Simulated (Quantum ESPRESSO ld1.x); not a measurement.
All-electron atom: the strontium ion Sr+ in [Kr] 5s1 (the NIST ground configuration). All-electron calculation, scalar-relativistic Kohn-Sham, relativistic LDA (MacDonald-Vosko exchange, VWN5 correlation), spin-unpolarised, spherical densities, point nucleus. Program: ld1.x of Quantum ESPRESSO 7.5. Some entries of the table are withheld. Estimate them.

orbital,occ.,eigenvalue (eV),r(max) (bohr)
1s,2,-15860.995,0.026
2s,2,-2155.846,(1)
2p,6,-1919.907,0.117
3s,2,-338.387,0.436
3p,6,(2),0.433
3d,10,(3),0.375
4s,2,-47.253,1.19
4p,6,-29.220,1.33
5s,1,(4),3.38
4d,0,(5),2.03
5p,0,-5.554,4.23

Answer. 
(1) 2s r(max) (bohr): 0.146
(2) 3p eigenvalue (eV): -261.929
(3) 3d eigenvalue (eV): -134.786
(4) 5s eigenvalue (eV): -8.574
(5) 4d eigenvalue (eV): -7.008
